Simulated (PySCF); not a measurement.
Task: Write a Z-matrix for `C[CH](C)[Ga@@H-]([CH3])[AsH3+]` as optimised with PBE0-D3(BJ)/def2-SVP.

Result: 
Z-matrix in Å and degrees, rows numbered from 1:
```
C 
C   1  1.5249
C   2  1.5245  1  111.75
Ga  2  2.0053  1  112.80  3  -128.64
C   4  1.9890  2  119.62  1   -37.90
As  4  2.7026  2   97.66  1    65.62
H   1  1.1057  2  111.99  3   -56.69
H   1  1.1016  2  112.33  3  -177.54
H   1  1.1053  2  111.65  3    62.44
H   2  1.1078  1  107.74  3   118.10
H   3  1.1050  2  111.63  1   -61.80
H   3  1.1058  2  112.01  1    57.24
H   3  1.1015  2  112.21  1   178.29
H   4  1.5886  2  117.89  1   164.40
H   5  1.1030  4  108.81  2   -86.59
H   5  1.1011  4  112.37  2    32.27
H   5  1.1011  4  112.63  2   155.15
H   6  1.5141  4  121.56  2   -65.77
H   6  1.5130  4  121.92  2    56.72
H   6  1.5130  4  118.27  2   175.73
```

Of the pairs four or more bonds apart, As6···H11 is among the closest relative to their van der Waals radii: 3.17 Å, 104 % of the sum of Bondi's values. As6 (arsenic bonded to Ga and 3 H) has angles from 96.3° to 121.9°. Ga4 (gallium bonded to As, 2 C and H) has angles from 94.1° to 119.6°.

Theory: PBE0-D3(BJ)/def2-SVP geometry optimisation, gas phase (PySCF 2.14.0).

Point group: C1 (no symmetry element, even within 0.4 Å). Not checked by PBE0-D3(BJ)/def2-SVP frequencies. One conformer, not necessarily the lowest (C1–C2–Ga4–C5 -38°).
